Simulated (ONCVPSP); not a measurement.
**Which change was made? (Al, ONCV)**

* Element: Al
* Generator: ONCVPSP 4.0.1
* Type: optimised norm-conserving Vanderbilt (ONCV)
* Functional: LDA (Perdew-Wang 92)
* Relativity: scalar-relativistic
* Frozen core: [Ne]
* Valence charge: 3
* Reference configuration: 3s2 3p1
* Partial waves: 3s: rc 2.15 bohr, ncon 4, nbas 7, qcut 3.1 1/bohr, 2 projectors, debl 1.1 Ha; 3p: rc 2.90 bohr, ncon 3, nbas 6, qcut 2.9 1/bohr, 1 projector; d scattering state at 0.45 Ha: rc 2.85 bohr, ncon 4, nbas 7, qcut 3.6 1/bohr, 3 projectors, debl 3.3 Ha
* Local potential: polynomial inside 1.75 bohr (lpopt 5, dvloc0 3 Ha)
* Core correction: Teter function, fcfact 4.75, rcfact 1.6

Cutoffs, loose and tight: the cutoffs (Ha) at which the residual kinetic energy of the hardest occupied pseudo-wave falls to 1 and 0.1 mHa per electron. They do not see the model core or the augmentation charge, which bear on the density cutoff. Test errors are all-electron minus pseudo excitation energies from the reference, over the configurations 3s2 3p0; 3s1 3p0; 3s2 3p0.5; 3s0 3p3; variants that change the core or the reference have their own tests.

The base gives: outcome: generated; cutoff, loose: 5.5 Ha; cutoff, tight: 22 Ha; bound ghosts: none; GHOST(+) flags above zero: p; largest test error (meV): -88.

**Question.** After one change the result is: outcome: generated; cutoff, loose: 20 Ha; cutoff, tight: 25 Ha; bound ghosts: none; GHOST(+) flags above zero: p, d; largest test error (meV): -79. Which change was it?
A. s: qcut 2.5; p: qcut 2.4; d: qcut 3
B. s: qcut 2; p: qcut 1.9; d: qcut 2.3
C. s: qcut 2.9; p: qcut 2.7; d: qcut 3.4

**Answer.** B. The others give: s: qcut 2.9; p: qcut 2.7; d: qcut 3.4 → outcome: generated; cutoff, loose: 8.4 Ha; cutoff, tight: 23 Ha; bound ghosts: none; GHOST(+) flags above zero: p; largest test error (meV): -88 | s: qcut 2.5; p: qcut 2.4; d: qcut 3 → outcome: generated; cutoff, loose: 16 Ha; cutoff, tight: 24 Ha; bound ghosts: none; GHOST(+) flags above zero: p; largest test error (meV): -87.
